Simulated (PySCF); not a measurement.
**Pm (promethium, neutral) across methods**

[Xe] 4f4 5d1 6s2, one real determinant (an excited configuration). Calculation: PySCF 2.14, in cc-pVDZ-X2C (8s7p5d3f1g, 84 functions); the spin-free X2C one-electron Hamiltonian (Gaussian nucleus).

```tsv
method	E (hartree)	mean ε 6s α (eV)	mean ε 6s β (eV)	mean ε 5d α (eV)	Σ⟨r²⟩ (bohr²)	⟨S²⟩
PBE	-10019.49	-3.988	-3.670	-3.349	85.81	9.083
LDA	-10011.94	-4.190	-3.836	-3.388	85.92	8.873
UHF	-10016.11727	-5.460	-5.008	-6.874	89.81	9.051
PBE0	-10019.48	-4.505	-4.194	-4.343	86.17	9.050
```

⟨L²⟩ = 41.14 against 72 for a pure L term, so this real determinant mixes terms. Spin-orbit coupling, absent here, splits the open shell strongly. ⟨S²⟩ = 9.08 against 8.75 shows spin contamination.
